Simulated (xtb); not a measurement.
aluminum atom (Al), doublet (GFN-xTB shapes and energies of metal compounds can be far from the true ones); GFN2-xTB (xtb).

xtb was given this input:
```
$ xtb mol.xyz --gfn 2 --uhf 1 --hess --json

# file mol.xyz
1

Al     0.00000000     0.00000000     0.00000000
```

The log (banner, timings and long lists left out):

```
   ID    Z sym.   atoms
    1   13 Al     1

           -------------------------------------------------
          |                Calculation Setup                |
           -------------------------------------------------

           -------------------------------------------------
          |                 G F N 2 - x T B                 |
           -------------------------------------------------

          ...................................................
          :                      SETUP                      :
          :.................................................:
          :  # basis functions                  10          :
          :  # atomic orbitals                   9          :
          :  # shells                            3          :
          :  # electrons                         3          :
          :  max. iterations                   250          :
          :  Hamiltonian                  GFN2-xTB          :
          :  restarted?                      false          :
          :  GBSA solvation                  false          :
          :  PC potential                    false          :
          :  electronic temp.          300.0000000     K    :
          :  accuracy                    1.0000000          :
          :  -> integral cutoff          0.2500000E+02      :
          :  -> integral neglect         0.1000000E-07      :
          :  -> SCF convergence          0.1000000E-05 Eh   :
          :  -> wf. convergence          0.1000000E-03 e    :
          :  Broyden damping             0.4000000          :
          :  net charge                          0          :
          :  unpaired electrons                  1          :
          ...................................................

 iter      E             dE          RMSdq      gap      omega  full diag
   1     -0.9053286 -0.905329E+00  0.711E-14    0.00       0.0  T
   2     -0.9053286  0.000000E+00  0.568E-14    0.00       0.0  T
   3     -0.9053286  0.000000E+00  0.438E-14    0.00       0.0  T

   *** convergence criteria satisfied after 3 iterations ***

         :::::::::::::::::::::::::::::::::::::::::::::::::::::
         ::                     SUMMARY                     ::
         :::::::::::::::::::::::::::::::::::::::::::::::::::::
         :: total energy              -0.905328611479 Eh    ::
         :: gradient norm              0.000000000000 Eh/a0 ::
         :: HOMO-LUMO gap              0.000000000000 eV    ::
         ::.................................................::
         :: SCC energy                -0.905328611479 Eh    ::
         :: -> isotropic ES            0.000000000000 Eh    ::
         :: -> anisotropic ES          0.000000000000 Eh    ::
         :: -> anisotropic XC          0.000000000000 Eh    ::
         :: -> dispersion              0.000000000000 Eh    ::
         :: repulsion energy           0.000000000000 Eh    ::
         :: add. restraining           0.000000000000 Eh    ::
         :: total charge              -0.000000000000 e     ::
         :::::::::::::::::::::::::::::::::::::::::::::::::::::

           -------------------------------------------------
          |                Numerical Hessian                |
           -------------------------------------------------
step length          :   0.00500
SCC accuracy         :   0.30000
Hessian scale factor :   1.00000
frozen atoms in %    :   0.00000    0
RMS gradient         :   0.00000

writing file <hessian>.

 vibrational frequencies (cm⁻¹)
eigval :        0.19     0.19     0.19
           -------------------------------------------------
          |                Property Printout                |
           -------------------------------------------------

    * Orbital Energies and Occupations

         #    Occupation            Energy/Eh            Energy/eV
      -------------------------------------------------------------
[...]
  q+dip:        0.000       0.000       0.000       0.000       0.000       0.000
   full:        0.000       0.000       0.000       0.000       0.000       0.000

           -------------------------------------------------
          |               Frequency Printout                |
           -------------------------------------------------
 vibrational frequencies (cm⁻¹)
eigval :        0.19     0.19     0.19
 reduced masses (amu)
   1:  0.00   2:  0.00   3:  0.00
 IR intensities (km·mol⁻¹)
   1:  0.00   2:  0.00   3:  0.00
 Raman intensities (Ä⁴*amu⁻¹)
   1:  0.00   2:  0.00   3:  0.00
 output can be read by thermo (or use thermo option).
 writing <g98.out> molden fake output.
 recommended (thermochemical) frequency scaling factor: 1.0
           -------------------------------------------------
          |             Thermodynamic Functions             |
           -------------------------------------------------

Kh  symmetry found (for desy threshold:  0.10E+00) used in thermo

          ...................................................
          :                      SETUP                      :
          :.................................................:
          :  # frequencies                           0      :
          :  # imaginary freq.                       0      :
          :  linear?                              true      :
          :  only rotor calc.                     true      :
          :  symmetry                               Kh      :
          :  rotational number                       1      :
          :  scaling factor                  1.0000000      :
          :  rotor cutoff                   50.0000000 cm⁻¹ :
          :  imag. cutoff                  -20.0000000 cm⁻¹ :
          :.................................................:

    mode    ω/cm⁻¹     T·S(HO)/kcal·mol⁻¹    T·S(FR)/kcal·mol⁻¹   T·S(vib)
   ------------------------------------------------------------------------
   ------------------------------------------------------------------------

   temp. (K)  partition function   enthalpy   heat capacity  entropy
                                   cal/mol     cal/K/mol   cal/K/mol   J/K/mol
 298.15  VIB   1.00                    0.000      0.000      0.000
         ROT   1.00                    0.000      0.000      0.000
         INT   1.00                    0.000      0.000      0.000
         TR   0.136E+27             1481.254      4.968     35.797
         TOT                        1481.2539     4.9681    35.7969   149.7741

       T/K    H(0)-H(T)+PV         H(T)/Eh          T*S/Eh         G(T)/Eh
   ------------------------------------------------------------------------
    298.15    0.236053E-02    0.236053E-02    0.170083E-01   -0.146477E-01
   ------------------------------------------------------------------------

         :::::::::::::::::::::::::::::::::::::::::::::::::::::
         ::                  THERMODYNAMIC                  ::
         :::::::::::::::::::::::::::::::::::::::::::::::::::::
         :: total free energy          -0.919976334813 Eh   ::
         ::.................................................::
         :: total energy               -0.905328611479 Eh   ::
         :: zero point energy           0.000000000000 Eh   ::
         :: G(RRHO) w/o ZPVE           -0.014647723335 Eh   ::
         :: G(RRHO) contrib.           -0.014647723335 Eh   ::
         :::::::::::::::::::::::::::::::::::::::::::::::::::::

           -------------------------------------------------
          | TOTAL ENERGY               -0.905328611479 Eh   |
          | TOTAL ENTHALPY             -0.902968083099 Eh   |
          | TOTAL FREE ENERGY          -0.919976334813 Eh   |
          | GRADIENT NORM               0.000000000000 Eh/α |
          | HOMO-LUMO GAP               0.000000000000 eV   |
           -------------------------------------------------

normal termination of xtb
```
